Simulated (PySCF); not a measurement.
`C[C@@H]1[SiH2][C@@H](C=O)[Si@H]1N`, C4H11NOSi2

Molfile (atoms numbered from 1):
```
C4H11NOSi2
     RDKit          3D

 19 19  0  0  0  0  0  0  0  0999 V2000
    2.3852   -0.0342    0.9508 C   0  0  0  0  0  0  0  0  0  0  0  0
    0.9461   -0.3189    0.5511 C   0  0  2  0  0  0  0  0  0  0  0  0
    0.4779   -1.3076   -0.9946 Si  0  0  0  0  0  4  0  0  0  0  0  0
   -1.0796   -0.2086   -1.2820 C   0  0  1  0  0  0  0  0  0  0  0  0
   -2.2736   -0.7745   -0.6245 C   0  0  0  0  0  0  0  0  0  0  0  0
   -2.3672   -0.9622    0.5725 O   0  0  0  0  0  0  0  0  0  0  0  0
   -0.2200    1.0446   -0.0896 Si  0  0  1  0  0  4  0  0  0  0  0  0
   -1.3149    1.8736    0.9411 N   0  0  0  0  0  0  0  0  0  0  0  0
    2.9397    0.4537    0.1333 H   0  0  0  0  0  0  0  0  0  0  0  0
    2.4389    0.6357    1.8245 H   0  0  0  0  0  0  0  0  0  0  0  0
    2.9360   -0.9517    1.2145 H   0  0  0  0  0  0  0  0  0  0  0  0
    0.3790   -0.8009    1.3719 H   0  0  0  0  0  0  0  0  0  0  0  0
    0.1870   -2.7647   -0.8388 H   0  0  0  0  0  0  0  0  0  0  0  0
    1.4355   -1.1065   -2.1260 H   0  0  0  0  0  0  0  0  0  0  0  0
   -1.2695    0.0834   -2.3238 H   0  0  0  0  0  0  0  0  0  0  0  0
   -3.1298   -1.0394   -1.2958 H   0  0  0  0  0  0  0  0  0  0  0  0
    0.5418    2.0750   -0.8596 H   0  0  0  0  0  0  0  0  0  0  0  0
   -1.0913    2.7846    1.3212 H   0  0  0  0  0  0  0  0  0  0  0  0
   -1.9226    1.3323    1.5469 H   0  0  0  0  0  0  0  0  0  0  0  0
  1  2  1  0
  2  3  1  0
  3  4  1  0
  4  5  1  0
  5  6  2  0
  4  7  1  0
  7  8  1  0
  7  2  1  0
  1  9  1  0
  1 10  1  0
  1 11  1  0
  2 12  1  1
  3 13  1  0
  3 14  1  0
  4 15  1  6
  5 16  1  0
  7 17  1  6
  8 18  1  0
  8 19  1  0
M  END
```

The calculation used PySCF, TDDFT PBE0/def2-SVPD circular dichroism and optical rotation, one conformer, gas phase. Geometry: PBE0-D3(BJ)/def2-SVP.

The molecule is flexible and this is one conformer; a measurement averages over conformers.

Stereocentres: C2 R, C4 R, Si7 S.

(1) What is the specific rotation at 633, 589.3, 546, 436, 405, 365, 355 nm?

(2) And for the mirror image at 589.3 nm?

(3) What is the molar rotation [Φ] = [α]·M/100 of the geometry above at 589.3 nm?

Results:

(1) [α] in deg dm⁻¹ (g/mL)⁻¹:
| λ (nm) | origin-invariant length gauge | modified velocity gauge | length gauge (centre of mass) | isotropic polarisability (au) |
| --- | --- | --- | --- | --- |
| 633 | -70.2 | -56.5 | -72.0 | 111.9 |
| 589.3 | -80.7 | -64.6 | -82.8 | 112.4 |
| 546 | -93.2 | -74.0 | -95.8 | 113.0 |
| 436 | -134.4 | -101.5 | -139.0 | 115.6 |
| 405 | -143.2 | -104.0 | -149.0 | 116.9 |
| 365 | -129.8 | -79.8 | -137.6 | 119.0 |
| 355 | -113.6 | -60.8 | -122.1 | 119.7 |

(2) +80.7 deg dm⁻¹ (g/mL)⁻¹ (origin-invariant length gauge): the same size and the opposite sign.

(3) With M = 145.31 g/mol, -117.2 deg cm² dmol⁻¹ (origin-invariant length gauge).

The first excitation lies at 4.44 eV (279 nm) with R = +3.4 × 10⁻⁴⁰ esu² cm² (velocity form).
